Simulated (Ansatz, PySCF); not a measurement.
Noncovalent pair: HF (SMILES F) (first 2 atoms) with SO2 (SMILES O=S=O); geometry from B3LYP-D3(BJ)/def2-TZVP, rigid monomers moved along the line of their centres of mass till H2···O3 is 3.31 Å.
(charge 0, multiplicity 1):
```xyz
5

F      0.3508     0.5070    -0.6568
H      0.0840     0.7241     0.2106
O     -0.5987     0.3498     3.4301
S     -0.4570    -0.8833     4.1725
O     -0.7978    -0.8679     5.5652
```

Monomers are frozen at their geometry in the pair; levels with a basis set take the counterpoise correction. Rows marked so take none.

Cores are frozen in the correlated methods. Rows in 3-21G, 6-31G* carry no dispersion term and start afresh at each structure (6-31G* with six Cartesian d functions).

Codes used: Ansatz (Gaussian orbitals); PySCF for 3-21G rows, 6-31G* rows, the dispersion terms. 

| level | interaction energy (kJ/mol) |
|---|---|
| HF/3-21G (no counterpoise) | -7.2 |
| PBE/def2-TZVPPD | -4.3 |
| r2SCAN-D3(BJ)/def2-TZVPPD | -4.7 |
| r2SCAN-D4/def2-TZVPPD | -4.6 |
| M06-2X/6-31G* (no counterpoise) | ___ |
| MP2/aug-cc-pV(T+d)Z | -4.5 |
| SCS-MP2/aug-cc-pV(T+d)Z | -4.5 |
| CCSD/aug-cc-pV(D+d)Z | -4.7 |
| CCSD/aug-cc-pV(T+d)Z | -4.8 |

### Question
Complete the blanks.

### Answer

- M06-2X/6-31G* (no counterpoise), interaction energy (kJ/mol): -5.7

Ansatz is a program for electronic structure.
